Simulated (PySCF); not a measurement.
Computed shifts of a molecule H8N2OSi2, PBE/pcSseg-1 in PySCF, GIAO, gas phase, atoms alike by connectivity averaged where their shifts nearly agree, in ppm (number of nuclei): ²⁹Si: -40.3 (2). ¹⁵N: 46.4 (2). ¹H: 5.35 (2), 5.21 (2), 1.59 (2), 1.21 (2). References: ²⁹Si against TMS (σ = 335.4 ppm); ¹⁵N against NH3 (σ = 267.0 ppm); ¹⁷O against H2O (σ = 334.3 ppm); ¹H against TMS (σ = 31.49 ppm), references at their B3LYP-D3(BJ)/def2-TZVP geometries, non-relativistic. Coordinates come from a B3LYP-D3(BJ)/def2-SVP optimisation. One conformer was computed; it need not be the lowest.

**Question.** Pick the molecule that these values belong to.
A. N[SiH2]N[SiH2]O
B. N[SiH2]O[SiH2]N
C. N[SiH](N)[SiH2]O
D. N[Si](N)(O)[SiH3]

**Answer.** B, N[SiH2]O[SiH2]N
